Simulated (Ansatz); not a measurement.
Other settings, tried on Ti2Se4 (the lowest singlet isomer of a short search).

```yaml
crystal:
  periodic: [false, false, false]
  atoms:
    - {symbol: Ti, position_ang: [0.634178, -0.539038, -0.619072]}
    - {symbol: Ti, position_ang: [0.124770, 0.773178, 1.312533]}
    - {symbol: Se, position_ang: [1.615020, 1.641509, -0.338972]}
    - {symbol: Se, position_ang: [0.825985, -1.493466, 1.582628]}
    - {symbol: Se, position_ang: [-1.884269, 0.473885, -0.000713]}
    - {symbol: Se, position_ang: [-1.315695, -0.856067, -1.936404]}
basis:
  gaussian: {orbitals: "6-31G*", fitting: {mean_field: def2-universal-jkfit}}
hamiltonian: {xc: {name: rPW86-PBE}, dispersion: rvv10}
scf: {lower_state_search: off}
output: {forces: true}
```

```sh
$ ansatz run in.yaml --threads 4 --pin off --events-out ev --progress --plain --max-ram 8704MiB
```

Shortened log:

```
Functional definition: rPW86-PBE+rVV10
  name "rPW86-PBE+rVV10"
  cite "Murray, Lee & Langreth, J. Chem. Theory Comput. 5, 2754 (2009) doi:10.1021/ct900365q"
  cite "Perdew, Burke & Ernzerhof, Phys. Rev. Lett. 77, 3865 (1996) doi:10.1103/PhysRevLett.77.3865"
  cite "Vydrov & Van Voorhis, J. Chem. Phys. 133, 244103 (2010) doi:10.1063/1.3521275"
  cite "Sabatini, Gorni & de Gironcoli, Phys. Rev. B 87, 041108(R) (2013) doi:10.1103/PhysRevB.87.041108"
  parent "pbe"
  exchange = rpw86_x
  correlation = pbe_c + rvv10(6.3, 0.0093)
these checks for a lower state are left out or cut short: stability, starts, cluster_reference, orbital_swaps, neighbouring_geometries, increment
1592 factors; integrals over basis functions are off by at most 1.6e-1 eV
mean field evaluation 1: about -307692.1391 eV, gradient 6.7e1 eV
mean field evaluation 2: about -307581.3968 eV, gradient 1.7e2 eV
mean field evaluation 4: about -307665.3195 eV, gradient 1.4e2 eV
mean field evaluation 8: about -307702.6032 eV, gradient 7.0e-3 eV
mean field -307702.59780088 eV, -11307.8619008704 hartree, gradient 2.4e-6 eV, S^2 0.000000; 0 other end points of the search recorded, 0 dependent functions left out
the calculation of the forces begins
reference -307702.59792496 eV, -11307.8619054306 hartree; 90, 90 occupied and 122, 122 virtual orbitals, 1592 factors
Total energy: -307702.59792496 eV, -11307.8619054306 hartree
Atom 0 at     0.634178    -0.539038    -0.619072 Å, force     0.069988    -0.366088    -0.568220 eV/Å
Atom 1 at     0.124770     0.773178     1.312533 Å, force    -0.307126     0.483417     0.662480 eV/Å
Atom 2 at     1.615020     1.641509    -0.338972 Å, force     0.481870     0.556914    -0.269234 eV/Å
Atom 3 at     0.825985    -1.493466     1.582628 Å, force     0.186919    -0.614876     0.449089 eV/Å
Atom 4 at    -1.884269     0.473885    -0.000713 Å, force    -0.396585     0.385312     0.465822 eV/Å
Atom 5 at    -1.315695    -0.856067    -1.936404 Å, force    -0.035065    -0.444679    -0.739938 eV/Å
Dipole moment:     0.155539     0.242554     0.459582 e Å
Checks for a lower state left out: stability, starts, cluster_reference, orbital_swaps, neighbouring_geometries, increment
```

Hardware: 4 threads of Intel Xeon Platinum 8488C on a shared host. Wall time 7 s, peak host memory 0.55 GiB.

The 6-31G sets use Cartesian d functions.
